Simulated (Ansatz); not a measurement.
Calculated with Ansatz (gas phase, PBE0-D4/def2-TZVP geometries, no zero-point term in ΔE). CCSD(T)/CBS is the MP2 limit (def2-TZVPP, def2-QZVPP) plus CCSD(T) − MP2 in def2-TZVPP, frozen cores. DFT in def2-TZVPP. B3LYP here is the variant with VWN-RPA as its local correlation; programs differ in this. Each species was taken in one conformer, which may not be the lowest.

Reaction (formal exchange of groups at a C–C bond): `CCCCC` + `FC1=C[SiH2]1` → `CC1=C(F)[SiH2]1` + `CCCC`

| level | ΔE (eV) |
| --- | --- |
| PBE0-D4 | -0.24 |
| B3LYP-D4 | -0.24 |

Task: What does CCSD(T)/CBS give? (Best estimate.)

Result: The calculation gave: -0.18 eV. The listed levels differ from it by -0.06, -0.06 eV.

Largest T1 diagnostic among the species: 0.014.
